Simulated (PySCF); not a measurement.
Predicted microwave data (PBE0-D3(BJ)/def2-SVP geometry optimisation, gas phase in PySCF 2.14.0) for one isomer of C5H3N3Se:

| Item | Value |
| --- | --- |
| Rotational constants | A = 2789, B = 967.5, C = 718.3 MHz |
| Dipole components | \|μa\| = 0.62 D, \|μb\| = 0.82 D, \|μc\| = 0.00 D |
| Inertial defect | 0.00 u·Å² |
| κ | -0.76 |

Question: Which structure is it? (One computed conformer of each.)
A. `[N:1]#[C:2]/[CH:3]=[N:4]/[c:5]1[cH:6][cH:7][n:8][se:9]1` with C3–N4–C5–C6 180°
B. `c1cc2nn[se]c2cn1`
C. `[H]/[N:9]=[CH:8]/[c:7]1[c:3]([C:2]#[N:1])[cH:4][se:5][n:6]1` with N6–C7–C8–N9 180°

Answer: B. It is c1cc2nn[se]c2cn1, an asymmetric top, point group Cs. The candidates at the same level (rigid rotor, commonest isotopes):

```json
{"SMILES": "c1cc2nn[se]c2cn1", "A (MHz)": "2789", "B (MHz)": "967.5", "C (MHz)": "718.3", "μa (D)": "0.62", "μb (D)": "0.82", "μc (D)": "0.00", "Δ (u·Å²)": "0.00", "point group": "Cs", "rotor": "asymmetric top"}
{"SMILES": "N#C/C=N/c1ccn[se]1", "A (MHz)": "3313", "B (MHz)": "628.3", "C (MHz)": "528.1", "μa (D)": "2.19", "μb (D)": "0.12", "μc (D)": "0.00", "Δ (u·Å²)": "0.00", "point group": "Cs", "rotor": "near-prolate asymmetric top"}
{"SMILES": "[H]/N=C/c1n[se]cc1C#N", "A (MHz)": "2300", "B (MHz)": "817.1", "C (MHz)": "602.9", "μa (D)": "3.65", "μb (D)": "1.59", "μc (D)": "0.00", "Δ (u·Å²)": "0.00", "point group": "Cs", "rotor": "asymmetric top"}
```

`[H]/N=C/c1n[se]cc1C#N` has A 18 % too low; `N#C/C=N/c1ccn[se]1` has B 35 % too low. In the right answer the mirror of this Cs structure is the ab plane, so μc vanishes by symmetry. No structure here is proved a minimum.
